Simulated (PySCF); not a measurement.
## Functional dependence of a UV spectrum

Species: H₄OSeSi.
SMILES: `O[SiH2][SeH]`

Linear-response calculations in the def2-SVPD basis (PySCF; singlets by full response, triplets Tamm–Dancoff, core orbitals frozen in the response; HF means time-dependent Hartree–Fock). 'Strongest' is the level of largest summed f among the singlets computed (10 roots, of which the last may lack a degenerate partner); it can jump between rows when another state enters that window. S1 is the lowest singlet of each run and needn't be the same state throughout; f(S1) is that of one state. One conformer (not necessarily the lowest) at the PBE0-D3(BJ)/def2-SVP geometry, without solvent, vibrations or thermal averaging. The LDA/def2-SVPD calculation is non-relativistic and has no spin–orbit coupling, an omission that weighs most on selenium.

```csv
functional,kind,S1 (eV),f(S1),strongest (eV),T1 (eV),HOMO (eV),gap (eV),"ionisation energy, ΔSCF (eV)"
LDA,LDA,5.25,0.027,7.02,4.93,-6.25,5.08,9.56
PBE,GGA,5.25,0.021,6.97,4.87,-6.13,5.10,9.37
B3LYP,"global hybrid, 20% exact exchange",5.37,0.011,7.32,4.97,-7.02,6.52,9.55
PBE0,"global hybrid, 25% exact exchange",5.53,0.008,7.56,5.08,-7.27,7.04,9.52
BHandHLYP,"global hybrid, 50% exact exchange",5.60,0.006,7.85,5.15,-8.25,8.65,9.48
CAM-B3LYP,range-separated hybrid,5.48,0.007,7.71,5.05,-8.53,9.07,9.59
wB97X-D,range-separated hybrid,5.58,0.005,7.86,5.20,-9.09,10.50,9.57
HF,Hartree–Fock,5.88,0.004,8.37,5.29,-9.83,11.76,not settled
```

What does LC-wPBE (range-separated hybrid) give?

S1 (eV) 5.72, f(S1) 0.002, strongest (eV) 8.26, T1 (eV) 5.23, HOMO (eV) -9.90, gap (eV) 11.51, ionisation energy, ΔSCF (eV) 9.60. S1 runs from 5.25 eV (LDA) to 5.88 eV (HF), a spread of 0.63 eV, while the orbital gap spreads over 6.7 eV. Along PBE (0%), B3LYP (20%), PBE0 (25%), BHandHLYP (50%), HF (100%) S1 rises with the share of exact exchange. −ε(HOMO) comes closest to its own ΔSCF ionisation energy with LC-wPBE (+0.30 eV) and misses most with LDA (-3.31 eV). 'Not settled' means that the ion's SCF failed to converge or may have ended in another state than the lowest.

Without π bonds the low states are Rydberg-like; a valence basis with one diffuse set may place them up to an eV too high.
